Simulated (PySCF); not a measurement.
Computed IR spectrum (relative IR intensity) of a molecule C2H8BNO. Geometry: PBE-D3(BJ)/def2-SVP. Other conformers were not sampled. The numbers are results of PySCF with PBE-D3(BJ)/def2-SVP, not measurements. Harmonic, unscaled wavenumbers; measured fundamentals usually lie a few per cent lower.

Lines under 2 % of the strongest are left out, and lines within 2 cm⁻¹ are merged.

| ν (cm⁻¹) | relative intensity |
|---|---|
| 392 | 47 |
| 453 | 3.1 |
| 866 | 5.3 |
| 1085 | 8.0 |
| 1227 | 13 |
| 1327 | 55 |
| 1336 | 100 |
| 1425 | 3.2 |
| 1450 | 14 |
| 1547 | 61 |
| 2905 | 22 |
| 2970 | 17 |
| 3040 | 9.2 |
| 3054 | 2.8 |
| 3069 | 6.8 |
| 3532 | 6.3 |
| 3634 | 6.4 |

Problem. Which molecule gave these data?
A. CNB(C)O
B. CN(C)BO
C. CCOBN
D. COB(C)N

Solution. D, COB(C)N
